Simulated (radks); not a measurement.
Numerical settings for neutral iodine, [Kr] 4d10 5s2 5p5. All-electron calculation, Dirac Kohn-Sham, BLYP, spin-unpolarised, spherical densities, finite nucleus; open shells are shared between the two j in proportion to 2j + 1; Fermi nuclear charge, rms radius 4.75 fm. Program: a radial shooting solver on a logarithmic mesh with Libxc functionals. The defaults (mesh step 0.008 in ln r, mesh end at 40 bohr or more with all orbitals vanishing there, Anderson mixing 0.5 over 9 steps, residual threshold near 1e-9 with the energy settled to 1e-9 hartree or 1e-11 of itself, here a cap of 82 iterations) give E = -7119.4605 hartree and 5p3/2 at -6.603 eV in 13 iterations. Times are rough (one thread of a shared host). One setting is changed at a time: mesh step in ln r 0.2; mesh step in ln r 0.012; mesh step in ln r 0.05; mesh end (bohr) 400; mesh end (bohr) 20; residual threshold 1e-13; residual threshold 0.1; mixing 0.05; linear mixing, mixing 1; linear mixing, mixing 0.8; mixing history 3; iteration cap 3. Which runs fail to converge, and which converge to a wrong energy?

Answer. Not converged within the cap: mesh step in ln r 0.2; residual threshold 1e-13; linear mixing, mixing 1; linear mixing, mixing 0.8; iteration cap 3. No run marked as converged misses the energy by more than 1 mhartree.
